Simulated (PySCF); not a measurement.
A geometry optimisation on VF2Cl2 (`[F][V]([F])([Cl])[Cl]`) [radical].

Computed with PBE0-D3(BJ)/def2-SVP geometry optimisation, gas phase (PySCF 2.14.0). Start geometry: GFN2-xTB. A driver script takes a list of jobs; this job's settings line and coordinates (Å) are shown.

Input:
```
{"job": {"xc": "PBE0", "basis": "def2-SVP", "d3": "d3bj", "grid": 1, "maxiter": 40, "kind": "geom"}, "charge": 0, "multiplicity": 2}
V      0.270120    -0.000420     0.189490
F     -0.205740    -0.014810     1.733840
F      1.560740     0.011110    -0.782980
Cl    -0.817720     1.623000    -0.557300
Cl    -0.807400    -1.618880    -0.583050
```

Output:
```
step   0  E = -2062.99995991  max force = 0.078313
step   1  E = -2063.01922740  max force = 0.014967
step   2  E = -2063.02151520  max force = 0.007111
step   3  E = -2063.01452231  max force = 0.021971
step   4  E = -2063.02119152  max force = 0.008040
step   5  E = -2063.02242112  max force = 0.004291
step   6  E = -2063.02233877  max force = 0.007485
step   7  E = -2063.02279633  max force = 0.000744
step   8  E = -2063.02280921  max force = 0.000527
step   9  E = -2063.02268520  max force = 0.003543
step  10  E = -2063.02276606  max force = 0.002202
step  11  E = -2063.02280437  max force = 0.000453
step  12  E = -2063.02280242  max force = 0.000221
optimisation converged
```

Energies in Eh; «max force» is the largest Cartesian gradient component in Eh/bohr.

Question: Give the first gradient maximum in eV/Å.

Answer: With 1 Eh/bohr = 51.422 eV/Å, 4.027 eV/Å.

Question: How much energy does the optimisation release, in kcal/mol?

Answer: E(step 0) − E(last step) = 0.022843 Eh, which is 14.3 kcal/mol.

In short: final energy -2063.02280 Eh after 12 steps; dipole 0.53 D.

Question: How long does this job take on one thread of an x86-64 server, shared host?

Answer: About 82 s.
Labels such as C1 count atoms from 1, the log's own numbers from 0.

Neither the SCF state along the optimisation nor the shape of the open-shell metal species was proved the lowest: other solutions of the same spin, or a structure of lower symmetry, can lie below.
